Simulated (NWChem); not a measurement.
Correlation energy of Cl$_{2}$Se

```xyz
3

Se     0.0000     0.0000    -0.6872
Cl    -1.7155     0.0000     0.6872
Cl     1.7155     0.0000     0.6872
```
Charge 0, spin multiplicity 1.

All runs are NWChem calculations. The geometry was optimised at B3LYP/def2-SVP, a minimum by its harmonic frequencies.

Basis set: def2-SVP. Each correlation energy counts from its own Hartree-Fock reference.

The Hamiltonian is non-relativistic. The correlated methods keep 19 core orbitals frozen. The structure started from a generated list of species. Coupled-cluster values serve here as a point of comparison, not as the truth.

| method | correlation energy (mHa) |
|---|---|
| MP2 | [?] |
| SCS-MP2 | [?] |
| CR-CCSD[T] | [?] |
| CR-CCSD(T) | -531.5 |
| CCSD | -521.0 |
| CCSD+T(CCSD) | -535.4 |
| CCSD(T) | [?] |

Question: Complete the blanks.

Answer: 
- MP2, correlation energy (mHa): -494.2
- SCS-MP2, correlation energy (mHa): -469.7
- CR-CCSD[T], correlation energy (mHa): -532.0
- CCSD(T), correlation energy (mHa): -534.8
